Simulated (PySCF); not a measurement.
C2H7InO, SMILES C[CH2][InH][OH].

Coordinates come from a B3LYP-D3(BJ)/def2-SVP optimisation. The structure was generated by enumeration; whether it is a known compound was not checked. The def2 effective core potentials stand for the cores of In; spin–orbit coupling is left out. The values are those of a single conformer.

Computed with B3LYP-D3(BJ)/def2-SVP in PySCF.

Frequencies are harmonic and unscaled.

Problem. List the normal modes with their intensities. (Estimate from the structure and the level; the computed values follow.)

Solution. 
```
mode  ν (cm⁻¹)  IR (km/mol)  Raman (Å⁴/amu)  depolarisation  moving atoms (share of kinetic energy)
----  --------  -----------  --------------  --------------  --------------------------------------
1           54          0.0             1.1            0.75                  H 51 %, C 31 %, O 15 %
2           88          8.5             1.4            0.75                  O 54 %, C 23 %, H 18 %
3          205          8.7             0.4            0.75                                  H 92 %
4          243         11.1             2.9            0.49                 C 56 %, H 22 %, In 18 %
5          314        107.9             3.5            0.75                           H 87 %, O 9 %
6          434          5.3             3.7            0.75                                  H 97 %
7          462         44.6            43.4            0.35                          H 84 %, C 13 %
8          470         41.3            12.2            0.14                  C 58 %, H 33 %, In 9 %
9          582         56.7            10.4            0.24                         O 86 %, In 11 %
10         631         31.6             1.0            0.75                          H 81 %, C 18 %
11         764        130.0             5.2            0.75                                  H 92 %
12         935          2.4             0.0               –                                  H 92 %
13         960          5.8             2.7            0.47                          H 81 %, C 19 %
14        1036          9.1             9.1            0.75                          C 73 %, H 27 %
15        1186         18.5            41.2            0.27                          H 68 %, C 32 %
16        1242          1.9             1.5            0.75                          H 76 %, C 24 %
17        1398          6.0             8.5            0.62                          H 82 %, C 18 %
18        1438          1.7            10.5            0.75                          H 90 %, C 10 %
19        1472          1.2            12.8            0.70                                  H 96 %
20        1478          6.7            20.2            0.75                                  H 97 %
21        1787        241.8           343.8            0.25                                  H 99 %
22        3012         41.3           188.2            0.08                                  H 97 %
23        3044         10.1           134.8            0.15                                  H 95 %
24        3081         26.4           129.6            0.63                           H 91 %, C 9 %
25        3086          0.2           135.5            0.75                           H 91 %, C 9 %
26        3104         31.3            15.8            0.75                           H 91 %, C 9 %
27        3827         20.8           103.3            0.24                                  H 94 %
```
